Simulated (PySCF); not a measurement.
Isomers of C5H10. All species are isolated molecules in the gas phase. One relaxed conformer stands for each flexible species; it need not be the lowest. Strings in code marks are SMILES.

Method: PBE-D3(BJ)/def2-TZVP // PBE0-D3(BJ)/def2-TZVP run with PySCF. 

```
species                                                  HOMO–LUMO gap (eV)  HOMO (eV)
-------------------------------------------------------  ------------------  ---------
`CC1CCC1`                                                              7.52      -6.99
`C=CCCC` (C–C–C–C torsion -119°, C–C–C–C torsion -178°)                5.60      -6.22
`C=CC(C)C` (C–C–C–C torsion 118°)                                      5.63      -6.26
`CCC1CC1` (C–C–C–C torsion 154°)                                       7.27      -6.60
```
